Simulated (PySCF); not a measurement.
**Xe⁺: excitation energy**

Xe⁺ [Kr] 4d10 5s2 5p5 (2P) → Xe⁺ [Kr] 4d10 5s2 5p4 6s1, s spin flipped, as a difference of total energies. Computed with PySCF 2.14 in x2c-TZVPPall with one added diffuse shell each of s, p, d, f type (9s7p5d3f, 76 functions), with scalar relativity by spin-free X2C-1e. Correlated levels: valence: [Kr] 4d10 frozen; valence and next inner shell: [Ar] 3d10 frozen. The calculations carry no spin-orbit coupling.

| method | excitation energy (cm⁻¹) |
| --- | --- |
| UHF | 94787 |
| LDA | 96975 |
| PBE | 96058 |
| PBE0 | 97386 |
| r2SCAN | 96959 |
| B97-3 | 96787 |
| B3LYP | 96431 |
| M06-2X | 91436 |
| MN15 | 98676 |
| MP2 (valence) | 96289 |
| SCS-MP2 (valence) | 96476 |
| MP2 (valence and next inner shell) | 96556 |
| SCS-MP2 (valence and next inner shell) | 96552 |

The upper determinant mixes two multiplicities, so it lies between the two terms.

The promoted electron is Rydberg-like, and one or two diffuse shells describe it only roughly, which tends to raise the upper state.
